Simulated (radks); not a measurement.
Cu3+, configuration [Ar] 3d6 4p2 (not the ground configuration). Calculated with a radial shooting solver on a logarithmic mesh with Libxc functionals: scalar-relativistic Kohn-Sham, BLYP, spin-unpolarised, spherical densities, point nucleus.

X-ray form factor f0, the Fourier transform of the density (f0(0) = 26):

sin(theta)/lambda (1/angstrom),f0 (electrons)
0.05,25.636
0.1,24.647
0.15,23.278
0.2,21.767
0.25,20.261
0.3,18.815
0.4,16.120
0.5,13.706
0.6,11.655
0.8,8.785
1,7.204
1.25,6.109
1.5,5.316
2,3.880
